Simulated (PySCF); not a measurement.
## How methods differ on the ionisation energy of Tc⁺

Tc⁺ [Kr] 4d5 5s1 (7S) → Tc²⁺ [Kr] 4d5 (6S), as a difference of total energies. Calculation: PySCF 2.14, in x2c-SVPall; scalar relativity by spin-free X2C-1e. Correlated levels: valence: [Kr] frozen. The calculations carry no spin-orbit coupling.

```csv
method,ionisation energy (eV)
UHF,14.216
MN15,14.876
M06-L,14.670
MP2 (valence),14.570
SCS-MP2 (valence),14.334
```

How much does correlation contribute at MP2 (valence)?

14.570 − (14.216) = 0.354 eV, measured against UHF.

Errors of the correlated levels include the incompleteness of this basis and the frozen core.

For comparison: 15.26 eV (semi-empirical (NIST evaluation); NIST Atomic Spectra Database, ionization energies).
